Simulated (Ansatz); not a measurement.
Molecule (SMILES): [Cl][Ga] (Cl-Ga) (closed-shell singlet).
Geometry (B3LYP-D3(BJ)/def2-TZVP, fixed):
```
Ga
Cl 1 2.2389
```
Charge 0, spin multiplicity 1.

Basis-set convergence of the dipole moment at PBE with Ansatz (a first-principles code). Dipoles come from the density behind the forces; the sign is taken along the dipole that this method gives in the largest set. All functions are spherical. The program fits the integrals of some runs and decomposes those of others, by size. No added dispersion term, no relativity. Reference: the value in aug-pcseg-3, 2.469 D, itself unsure by roughly 0.005 D (its mean distance from aug-cc-pV(Q+d)Z, def2-QZVPPD). Deviations are taken from unrounded values.

| basis | functions | dipole moment (D) |
|---|---|---|
| pcseg-1 | 45 | 2.582 |
| aug-pcseg-1 | 63 | 2.479 |
| cc-pV(D+d)Z | 50 | 2.261 |
| aug-cc-pV(D+d)Z | 68 | 2.465 |
| def2-SVP | 50 | 1.929 |
| def2-SVPD | 65 | 2.507 |
| pcseg-2 | 77 | 2.507 |
| aug-pcseg-2 | 109 | 2.474 |
| cc-pV(T+d)Z | 82 | 2.339 |
| aug-cc-pV(T+d)Z | 114 | 2.453 |
| def2-TZVP | 85 | 2.367 |
| def2-TZVPD | 100 | 2.463 |
| def2-TZVPP | 90 | 2.364 |
| def2-TZVPPD | 105 | 2.462 |
| cc-pV(Q+d)Z | 132 | 2.425 |
| aug-cc-pV(Q+d)Z | 182 | 2.474 |
| pcseg-3 | 132 | 2.474 |
| aug-pcseg-3 | 182 | 2.469 |
| def2-QZVPP | 159 | 2.434 |
| def2-QZVPPD | 174 | 2.463 |

What the diffuse functions change, pair by pair:
- pcseg-1 to aug-pcseg-1: 18 more functions, deviation 0.113 to 0.010 D
- cc-pV(D+d)Z to aug-cc-pV(D+d)Z: 18 more functions, deviation -0.208 to -0.004 D
- def2-SVP to def2-SVPD: 15 more functions, deviation -0.540 to 0.038 D
- pcseg-2 to aug-pcseg-2: 32 more functions, deviation 0.038 to 0.005 D
- cc-pV(T+d)Z to aug-cc-pV(T+d)Z: 32 more functions, deviation -0.130 to -0.016 D
- def2-TZVP to def2-TZVPD: 15 more functions, deviation -0.102 to -0.006 D
- def2-TZVPP to def2-TZVPPD: 15 more functions, deviation -0.105 to -0.007 D
- cc-pV(Q+d)Z to aug-cc-pV(Q+d)Z: 50 more functions, deviation -0.044 to 0.005 D
- pcseg-3 to aug-pcseg-3: 50 more functions, deviation 0.005 to 0.000 D
- def2-QZVPP to def2-QZVPPD: 15 more functions, deviation -0.035 to -0.006 D

Leaving out the reference's own pair, they bring the value nearer the reference by more than 0.005 D in 9 of 9 pairs.
